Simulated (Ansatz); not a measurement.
`C[O][AlH][SiH2][SiH3]` + `B[SeH]` → `B[Se][SiH2][SiH3]` + `C[O][AlH2]`  (cleavage of the Si–Al bond)

Gas-phase electronic energies from Ansatz, PBE0-D4/def2-TZVP geometries. CBS: MP2 limit from def2 TZ/QZ plus the TZ coupled-cluster correction, frozen cores. Functionals use def2-TZVPP. B3LYP here is the variant with VWN-RPA as its local correlation; programs differ in this. For Se outer-core shells are correlated without core-valence functions, which leaves a few kJ/mol of doubt a bond. Scalar relativity is left out up to krypton. One conformer a species, not always the lowest.

Task: Is it downhill or uphill in electronic energy at CCSD(T)/CBS, and by how much? (An estimate is asked.)

Result: Computed: Downhill: ΔE = -10.2 kcal/mol.

Task: What do these levels give: B3LYP-D4, ωB97M-V, PBE, r2SCAN, B3LYP, HF/def2-TZVPP, MP2/def2-TZVPP, CCSD(T)/def2-TZVPP, HF/def2-QZVPP, MP2/def2-QZVPP, HF/CBS(def2), MP2/CBS(def2)? (Estimate.)

Result: The calculation gave: B3LYP-D4 -9.6, ωB97M-V -10.5, PBE -6.2, r2SCAN -8.4, B3LYP -8.7, HF/def2-TZVPP -11.8, MP2/def2-TZVPP -11.9, CCSD(T)/def2-TZVPP -8.9, HF/def2-QZVPP -11.9, MP2/def2-QZVPP -12.7, HF/CBS(def2) -12.0, MP2/CBS(def2) -13.1 kcal/mol.

Largest T1 diagnostic among the species: 0.014.

From PBE to PBE0 (25 % exact exchange), in def2-TZVPP and without D4, ΔE moves by −1.2 kcal/mol. The D4 term adds −0.9 kcal/mol with B3LYP and −0.4 kcal/mol with PBE0; it sums over pairs of atoms, weighted by their polarisabilities, and B3LYP, whose exchange is more repulsive, gets the larger term.
